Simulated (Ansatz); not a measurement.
Two structures of SiH4F4, singlet, reached by relaxing down either side of one saddle point (PBE0-D4/def2-TZVP). Energies are electronic, without zero-point energy. Program: Ansatz 0.2.0. Basis: def2-TZVPP and def2-QZVPP. Cores are frozen in the correlated methods. Extrapolation: Hartree–Fock as exp(−7.88 √X), correlation as X^−2.97. First:

```json
{"atom": "Si1", "x (Å)": "-1.2461", "y (Å)": "0.2526", "z (Å)": "-0.4020"}
{"atom": "H2", "x (Å)": "-1.3666", "y (Å)": "1.0970", "z (Å)": "0.7922"}
{"atom": "F3", "x (Å)": "-0.4253", "y (Å)": "-1.0846", "z (Å)": "-0.0074"}
{"atom": "F4", "x (Å)": "-2.6943", "y (Å)": "-0.2771", "z (Å)": "-0.7787"}
{"atom": "H5", "x (Å)": "-0.6448", "y (Å)": "0.8312", "z (Å)": "-1.6093"}
{"atom": "H6", "x (Å)": "1.8172", "y (Å)": "0.4935", "z (Å)": "0.4913"}
{"atom": "F7", "x (Å)": "1.3165", "y (Å)": "1.2513", "z (Å)": "0.2577"}
{"atom": "H8", "x (Å)": "1.1839", "y (Å)": "-1.3996", "z (Å)": "0.5101"}
{"atom": "F9", "x (Å)": "2.0593", "y (Å)": "-1.1643", "z (Å)": "0.7463"}
```

Second:

```
9
angstrom
Si -0.7678 0.5905 -1.1417
H -0.6663 -1.4826 1.6767
F -0.7894 -0.9222 -1.5557
F -1.8572 0.8384 -0.0404
H -0.9723 1.4609 -2.2954
H 1.9106 0.2239 0.7265
F 0.6495 0.8916 -0.4936
H 0.0670 -1.3762 1.7741
F 2.4258 -0.2243 1.3497
```

Which bonds change from the first to the second?

SiH₂F₂ ([F][SiH2][F]) + HF + HF → SiHF₃ ([F][SiH]([F])[F]) + HF + H₂; bonds formed: Si1–F7, H2–H8, H6–F9; bonds broken: Si1–H2, H6–F7, H8–F9.

Give the saddle point's structure and its height above each. (To be estimated.)

By the calculation: 142.6 kJ/mol above the first and 245.4 kJ/mol above the second (CCSD(T) at an estimated basis limit (MP2 extrapolated from triple and quadruple zeta, plus CCSD(T) − MP2 in triple zeta)).
```xyz
9
angstrom
Si -0.7115 0.2067 -0.5733
H -0.4806 -0.3207 0.9651
F -0.3096 -0.9314 -1.5975
F -2.2269 -0.2161 -0.2315
H -0.9575 1.5791 -1.0228
H 1.5869 0.0828 0.4132
F 1.0551 0.7117 -0.4396
H 0.4285 -0.5374 1.1937
F 1.6154 -0.5747 1.2929
```

T1 diagnostic: at most 0.013.

Labels in which every atom is bracketed show which atoms are joined, not bond orders.

For scale, one of the runs: CCSD(T)/def2-TZVPP, 222 basis functions, launched by `ansatz run in.yaml --threads 4 --pin off --events-out ev --progress --plain --max-ram 9574MiB`. The run took 100 s on 4 CPU threads of an Arm Neoverse V2 (shared host), with 3.9 GiB of host memory at its peak.
